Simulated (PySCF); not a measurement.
# Sn³¹⁺ (tin, charge +31) across methods

[Ar] 3d1, 2D determinant. Calculation: PySCF 2.14, in an even-tempered Gaussian basis (18 s from 4.4 bohr⁻², ratio 2.5; 12 p from 5.7 bohr⁻², ratio 2.5; 8 d from 5.7 bohr⁻², ratio 2.5; 4 f from 20 bohr⁻², ratio 2.7; 3 g from 30 bohr⁻², ratio 2.7); the spin-free X2C one-electron Hamiltonian (Gaussian nucleus).

```csv
method,E (hartree),mean ε 3p α (eV),mean ε 3p β (eV),mean ε 3d α (eV),Σ⟨r²⟩ (bohr²),⟨S²⟩
r2SCAN,-5486.93,-1984.3,-1979.7,-1802.1,1.070,0.750
LDA,-5480.73,-1979.4,-1975.4,-1797.0,1.071,0.750
PBE0,-5486.62,-1990.9,-1986.0,-1809.1,1.070,0.750
UHF,-5485.74769,-2020.8,-2012.4,-1839.6,1.071,0.750
PBE,-5486.61,-1980.3,-1976.4,-1798.6,1.070,0.750
r2SCAN0,-5486.87,-1993.8,-1988.3,-1811.8,1.070,0.750
PBEsol,-5483.88,-1979.7,-1975.8,-1797.6,1.070,0.750
```

Spin-orbit coupling, absent here, splits the open shell strongly.
